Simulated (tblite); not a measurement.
Record of a relaxation.

C4H9BF2O2.
SMILES with atom numbers: `[CH3:1][O:2][CH2:3][O:4][C@H:5]([CH3:6])[B:7]([F:8])[F:9]` (hydrogens: H10, H11, H12 on C1; H13, H14 on C3; H15 on C5; H16, H17, H18 on C6)

Computed with GFN2-xTB (tblite), gas phase: L-BFGS steps from a force-field or distance-geometry start until the largest atomic force falls under 0.01 eV/Å. 10 of its 167 geometries are shown.

Step 0: E = -871.3216 eV, largest atomic force 4.012 eV/Å
```
atom  x, y, z in Å  |  force x, y, z in eV/Å
C1      2.860    0.405    0.113   -0.507  -0.392  -0.081
O2      1.472    0.693    0.099    0.724   0.049   0.726
C3      0.991    0.173   -1.090   -0.725   0.440  -0.225
O4     -0.373    0.428   -1.172    1.275   0.179  -1.344
C5     -1.094   -0.163   -0.124    0.174   0.556   0.545
C6     -2.084   -1.167   -0.699   -0.601  -0.497   0.428
B7     -1.869    1.001    0.623   -2.878   1.063   0.334
F8     -2.644    0.587    1.774    1.650   1.685  -2.545
F9     -2.194    2.211   -0.116    0.671  -3.024   2.550
H10     3.278    0.914   -0.764    0.540  -0.007   0.320
H11     3.302    0.706    1.067   -0.180  -0.018  -0.361
H12     2.915   -0.695   -0.056    0.622   0.407   0.307
H13     1.536    0.695   -1.907   -0.585  -0.389  -0.192
H14     1.196   -0.923   -1.099   -0.018   0.048  -0.295
H15    -0.384   -0.689    0.522   -0.098  -0.102   0.222
H16    -2.827   -0.619   -1.298    0.201  -0.486   0.308
H17    -1.548   -1.884   -1.345   -0.363   0.286   0.406
H18    -2.541   -1.667    0.193    0.099   0.200  -1.102
```

Step 18: E = -872.4279 eV, largest atomic force 0.065 eV/Å
```
atom  x, y, z in Å  |  force x, y, z in eV/Å
C1      2.938    0.395    0.122   -0.012  -0.009   0.004
O2      1.558    0.648    0.038   -0.017  -0.004  -0.005
C3      0.980    0.161   -1.150   -0.006  -0.007  -0.004
O4     -0.366    0.445   -1.193   -0.024  -0.035  -0.003
C5     -1.158   -0.133   -0.137   -0.008   0.034   0.014
C6     -2.117   -1.200   -0.713    0.061   0.021   0.005
B7     -1.998    1.000    0.615   -0.018   0.001   0.003
F8     -2.602    0.758    1.761    0.005   0.000   0.017
F9     -2.217    2.197    0.135    0.014   0.007   0.030
H10     3.494    0.915   -0.667   -0.043   0.002  -0.001
H11     3.258    0.760    1.095   -0.005   0.010  -0.004
H12     3.144   -0.680    0.046    0.018  -0.009   0.002
H13     1.415    0.663   -2.028    0.018  -0.006  -0.013
H14     1.183   -0.930   -1.226   -0.032  -0.015   0.009
H15    -0.484   -0.627    0.576   -0.014   0.007  -0.033
H16    -2.868   -0.729   -1.342    0.047  -0.024   0.016
H17    -1.560   -1.913   -1.314    0.022  -0.010   0.006
H18    -2.607   -1.723    0.105   -0.006   0.036  -0.044
```

Step 37: E = -872.4384 eV, largest atomic force 0.041 eV/Å
```
atom  x, y, z in Å  |  force x, y, z in eV/Å
C1      2.918    0.394    0.116    0.010  -0.003   0.001
O2      1.533    0.606    0.042    0.006  -0.001  -0.005
C3      0.958    0.137   -1.154   -0.007   0.005  -0.002
O4     -0.377    0.472   -1.198   -0.005  -0.021   0.014
C5     -1.168   -0.107   -0.144   -0.007  -0.030  -0.008
C6     -2.083   -1.202   -0.728   -0.002   0.012  -0.004
B7     -2.000    1.012    0.635   -0.018   0.018   0.001
F8     -2.590    0.738    1.782   -0.012   0.007  -0.016
F9     -2.183    2.238    0.215    0.002  -0.008   0.018
H10     3.447    0.922   -0.685   -0.006   0.006  -0.018
H11     3.234    0.785    1.080    0.011  -0.002   0.012
H12     3.159   -0.674    0.054    0.006  -0.011  -0.002
H13     1.425    0.620   -2.026   -0.010  -0.004  -0.002
H14     1.113   -0.964   -1.227    0.011   0.023   0.006
H15    -0.488   -0.581    0.577   -0.008  -0.016  -0.006
H16    -2.792   -0.758   -1.422    0.015  -0.011  -0.008
H17    -1.487   -1.937   -1.266   -0.012   0.016   0.036
H18    -2.629   -1.696    0.072    0.026   0.021  -0.018
```

Step 55: E = -872.4433 eV, largest atomic force 0.037 eV/Å
```
atom  x, y, z in Å  |  force x, y, z in eV/Å
C1      2.939    0.393    0.086   -0.003  -0.004   0.007
O2      1.552    0.610    0.053   -0.001  -0.012  -0.013
C3      0.954    0.146   -1.133   -0.012  -0.011  -0.007
O4     -0.380    0.481   -1.167    0.008   0.030   0.021
C5     -1.183   -0.105   -0.126    0.007  -0.007  -0.010
C6     -2.074   -1.208   -0.730    0.017  -0.001   0.000
B7     -2.031    1.009    0.645    0.010   0.002  -0.005
F8     -2.711    0.705    1.734   -0.013  -0.008  -0.015
F9     -2.126    2.263    0.287   -0.005   0.009   0.000
H10     3.444    0.921   -0.732   -0.008  -0.004   0.009
H11     3.287    0.779    1.041    0.005   0.006   0.006
H12     3.171   -0.677    0.015    0.012   0.002  -0.004
H13     1.413    0.629   -2.011   -0.030  -0.005   0.002
H14     1.110   -0.954   -1.210   -0.003  -0.003   0.005
H15    -0.514   -0.575    0.609    0.004   0.002  -0.006
H16    -2.697   -0.786   -1.514    0.005   0.007   0.013
H17    -1.453   -1.988   -1.163   -0.009  -0.016  -0.008
H18    -2.709   -1.640    0.039    0.016   0.013   0.007
```

Step 74: E = -872.4465 eV, largest atomic force 0.044 eV/Å
```
atom  x, y, z in Å  |  force x, y, z in eV/Å
C1      2.961    0.383    0.063    0.020  -0.011   0.000
O2      1.570    0.569    0.060    0.021   0.008  -0.027
C3      0.948    0.140   -1.127   -0.010  -0.013  -0.009
O4     -0.375    0.523   -1.132   -0.008  -0.006  -0.016
C5     -1.184   -0.083   -0.109    0.007   0.007   0.009
C6     -2.049   -1.204   -0.717    0.001   0.002   0.001
B7     -2.074    1.008    0.644    0.017   0.003  -0.019
F8     -2.877    0.657    1.630   -0.007   0.006   0.001
F9     -2.092    2.285    0.364   -0.009   0.022   0.013
H10     3.443    0.927   -0.758   -0.038   0.012  -0.001
H11     3.317    0.771    1.014    0.008  -0.009   0.006
H12     3.221   -0.680   -0.022   -0.008  -0.012   0.001
H13     1.408    0.619   -2.006   -0.008   0.027   0.026
H14     1.064   -0.961   -1.226    0.006  -0.017   0.016
H15    -0.515   -0.539    0.634    0.004   0.015   0.041
H16    -2.635   -0.800   -1.537    0.005  -0.023  -0.019
H17    -1.419   -2.007   -1.092   -0.010   0.003  -0.034
H18    -2.720   -1.600    0.039    0.009  -0.014   0.012
```

Step 92: E = -872.4542 eV, largest atomic force 0.051 eV/Å
```
atom  x, y, z in Å  |  force x, y, z in eV/Å
C1      2.991    0.339    0.017    0.002  -0.008  -0.015
O2      1.596    0.485    0.096    0.009  -0.017  -0.024
C3      0.933    0.135   -1.096   -0.026   0.014   0.002
O4     -0.370    0.586   -1.065   -0.013  -0.006  -0.013
C5     -1.208   -0.034   -0.076    0.010   0.018   0.023
C6     -1.979   -1.218   -0.687    0.009   0.004   0.008
B7     -2.171    1.043    0.607    0.019   0.007  -0.013
F8     -3.162    0.668    1.393    0.009  -0.011  -0.010
F9     -2.045    2.339    0.487   -0.009   0.019  -0.007
H10     3.407    0.948   -0.795   -0.006  -0.006   0.032
H11     3.387    0.680    0.971    0.001  -0.023  -0.018
H12     3.271   -0.709   -0.149    0.004   0.018   0.013
H13     1.403    0.634   -1.958   -0.017  -0.017   0.016
H14     0.995   -0.967   -1.242   -0.006   0.049   0.011
H15    -0.560   -0.423    0.725    0.020  -0.011   0.006
H16    -2.596   -0.867   -1.508   -0.014  -0.005   0.002
H17    -1.290   -1.967   -1.067    0.018  -0.016   0.005
H18    -2.612   -1.666    0.073   -0.011  -0.009  -0.018
```

Step 111: E = -872.4585 eV, largest atomic force 0.043 eV/Å
```
atom  x, y, z in Å  |  force x, y, z in eV/Å
C1      2.998    0.278   -0.019   -0.001   0.006   0.008
O2      1.609    0.452    0.096   -0.003  -0.011   0.009
C3      0.913    0.173   -1.095    0.007   0.009  -0.002
O4     -0.380    0.651   -1.024   -0.002   0.011   0.012
C5     -1.211    0.011   -0.043    0.002   0.000   0.006
C6     -1.902   -1.229   -0.637    0.017   0.001   0.004
B7     -2.244    1.060    0.576    0.002  -0.001  -0.027
F8     -3.314    0.655    1.231   -0.023  -0.020   0.030
F9     -2.109    2.360    0.528    0.012   0.033  -0.014
H10     3.423    0.959   -0.765   -0.007  -0.013  -0.024
H11     3.418    0.508    0.958   -0.014  -0.016   0.010
H12     3.249   -0.754   -0.294   -0.010   0.018   0.004
H13     1.375    0.698   -1.945    0.010  -0.005  -0.006
H14     0.945   -0.921   -1.287    0.009   0.012  -0.018
H15    -0.564   -0.317    0.785    0.006  -0.009   0.014
H16    -2.477   -0.940   -1.513   -0.002  -0.012   0.001
H17    -1.168   -1.975   -0.929    0.000  -0.008  -0.015
H18    -2.571   -1.663    0.100   -0.004   0.006   0.007
```

Step 129: E = -872.4633 eV, largest atomic force 0.016 eV/Å
```
atom  x, y, z in Å  |  force x, y, z in eV/Å
C1      2.962    0.197   -0.009    0.001  -0.003  -0.003
O2      1.581    0.431    0.087    0.001   0.000   0.002
C3      0.901    0.242   -1.131    0.000   0.002   0.001
O4     -0.396    0.703   -1.036   -0.004  -0.001   0.007
C5     -1.200    0.051   -0.041   -0.002  -0.001   0.006
C6     -1.831   -1.242   -0.586    0.005  -0.002  -0.004
B7     -2.281    1.073    0.538    0.000   0.008  -0.002
F8     -3.285    0.652    1.283   -0.003  -0.007   0.003
F9     -2.247    2.370    0.371   -0.008   0.007  -0.005
H10     3.443    0.924   -0.673   -0.001  -0.003  -0.013
H11     3.362    0.300    0.997   -0.002   0.006  -0.001
H12     3.166   -0.814   -0.384    0.008  -0.010   0.006
H13     1.367    0.831   -1.935    0.009   0.012   0.004
H14     0.947   -0.833   -1.408   -0.004  -0.005  -0.002
H15    -0.540   -0.218    0.799   -0.004  -0.006  -0.001
H16    -2.427   -1.019   -1.467    0.002   0.001   0.008
H17    -1.063   -1.962   -0.858    0.001  -0.001   0.001
H18    -2.470   -1.681    0.175    0.002   0.005  -0.009
```

Step 148: E = -872.4649 eV, largest atomic force 0.016 eV/Å
```
atom  x, y, z in Å  |  force x, y, z in eV/Å
C1      2.963    0.151   -0.026    0.003   0.001  -0.007
O2      1.586    0.394    0.094    0.001  -0.001  -0.001
C3      0.896    0.274   -1.126   -0.003   0.002   0.004
O4     -0.397    0.744   -1.002   -0.002  -0.003   0.009
C5     -1.201    0.073   -0.020    0.000  -0.008   0.000
C6     -1.790   -1.240   -0.566    0.006   0.002  -0.004
B7     -2.320    1.072    0.525    0.002   0.013  -0.009
F8     -3.322    0.633    1.261   -0.004  -0.001   0.007
F9     -2.325    2.365    0.329   -0.011  -0.006   0.005
H10     3.434    0.872   -0.704    0.010   0.003  -0.002
H11     3.383    0.259    0.972   -0.007   0.002  -0.001
H12     3.158   -0.862   -0.399   -0.006  -0.008   0.000
H13     1.363    0.903   -1.899    0.004  -0.011  -0.004
H14     0.928   -0.785   -1.462    0.004   0.008   0.008
H15    -0.551   -0.176    0.834   -0.003   0.003  -0.006
H16    -2.346   -1.043   -1.479    0.006   0.002   0.004
H17    -1.004   -1.959   -0.782   -0.005   0.004  -0.003
H18    -2.462   -1.667    0.172    0.004  -0.002  -0.001
```

Step 166: E = -872.4660 eV, largest atomic force 0.009 eV/Å
```
atom  x, y, z in Å  |  force x, y, z in eV/Å
C1      2.967    0.129   -0.030   -0.002  -0.002  -0.001
O2      1.601    0.425    0.095   -0.002   0.002   0.005
C3      0.896    0.295   -1.116    0.000   0.002   0.002
O4     -0.393    0.770   -0.983   -0.002  -0.001   0.000
C5     -1.199    0.087   -0.012    0.004  -0.001   0.001
C6     -1.774   -1.228   -0.572    0.003   0.004   0.002
B7     -2.342    1.065    0.524   -0.005   0.000   0.001
F8     -3.293    0.616    1.321    0.006   0.005  -0.005
F9     -2.428    2.342    0.255   -0.001  -0.006   0.004
H10     3.460    0.814   -0.729    0.000  -0.001   0.001
H11     3.398    0.244    0.962   -0.003   0.004   0.000
H12     3.119   -0.901   -0.379    0.000  -0.005  -0.002
H13     1.359    0.912   -1.901    0.000   0.002  -0.003
H14     0.923   -0.767   -1.440    0.001  -0.002  -0.001
H15    -0.555   -0.163    0.847    0.001   0.001  -0.002
H16    -2.330   -1.027   -1.484   -0.001  -0.003   0.002
H17    -0.979   -1.935   -0.796   -0.001   0.001  -0.001
H18    -2.441   -1.671    0.161   -0.001   0.001  -0.003
```

Q: Summarise the path.

A: The energy falls by 1.1445 eV from step 0 to step 166; nine tenths of that is first reached at step 8. It falls at every step. The largest force goes from 4.012 to 0.009 eV/Å. Among the bonds B7–F9 changes most, from 1.454 to 1.308 Å; the atoms move by 0.466 Å rms after alignment.

Q: Follow the three bonds and two angles with the largest change from start to end.

A: 
| step | E above end (eV) | largest force (eV/Å) | B7–F9 (Å) | B7–F8 (Å) | C6–H18 (Å) | F8–B7–F9 (°) | C1–O2–C3 (°) |
| --- | --- | --- | --- | --- | --- | --- | --- |
| 0 | 1.1445 | 4.012 | 1.454 | 1.448 | 1.120 | 121.5 | 105.8 |
| 7 | 0.1332 | 0.521 | 1.300 | 1.313 | 1.084 | 112.4 | 107.6 |
| 14 | 0.0442 | 0.156 | 1.308 | 1.319 | 1.086 | 114.2 | 112.4 |
| 22 | 0.0359 | 0.075 | 1.308 | 1.318 | 1.085 | 114.3 | 113.2 |
| 29 | 0.0292 | 0.041 | 1.309 | 1.319 | 1.087 | 114.1 | 113.6 |
| 36 | 0.0279 | 0.034 | 1.308 | 1.319 | 1.087 | 114.3 | 113.5 |
| 43 | 0.0261 | 0.041 | 1.308 | 1.319 | 1.086 | 114.3 | 113.4 |
| 51 | 0.0239 | 0.052 | 1.308 | 1.319 | 1.086 | 114.1 | 113.0 |
| 58 | 0.0222 | 0.024 | 1.308 | 1.319 | 1.086 | 114.2 | 113.0 |
| 65 | 0.0212 | 0.038 | 1.307 | 1.319 | 1.086 | 114.2 | 113.2 |
| 72 | 0.0201 | 0.037 | 1.308 | 1.319 | 1.086 | 114.3 | 113.5 |
| 79 | 0.0175 | 0.060 | 1.308 | 1.321 | 1.086 | 114.2 | 113.5 |
| 87 | 0.0149 | 0.084 | 1.308 | 1.320 | 1.086 | 114.1 | 113.6 |
| 94 | 0.0112 | 0.038 | 1.308 | 1.318 | 1.086 | 114.1 | 113.4 |
| 101 | 0.0108 | 0.030 | 1.309 | 1.319 | 1.086 | 114.2 | 113.4 |
| 108 | 0.0085 | 0.108 | 1.306 | 1.318 | 1.086 | 114.0 | 113.4 |
| 115 | 0.0067 | 0.048 | 1.308 | 1.318 | 1.086 | 114.1 | 113.2 |
| 123 | 0.0041 | 0.046 | 1.309 | 1.319 | 1.085 | 114.5 | 113.1 |
| 130 | 0.0027 | 0.017 | 1.308 | 1.319 | 1.086 | 114.2 | 113.2 |
| 137 | 0.0021 | 0.035 | 1.309 | 1.318 | 1.086 | 114.0 | 113.2 |
| 144 | 0.0013 | 0.018 | 1.308 | 1.319 | 1.086 | 114.1 | 113.2 |
| 152 | 0.0010 | 0.018 | 1.308 | 1.319 | 1.086 | 114.1 | 113.0 |
| 159 | 0.0005 | 0.023 | 1.308 | 1.319 | 1.086 | 114.1 | 113.1 |
| 166 | 0.0000 | 0.009 | 1.308 | 1.319 | 1.086 | 114.2 | 113.0 |

What follows is the cost of the whole relaxation. Hardware: one thread, Intel Xeon at 2.70 GHz (x86_64), no GPU, shared host with 64 logical CPUs at a one-minute load of 61. Cost: 1.8 s.
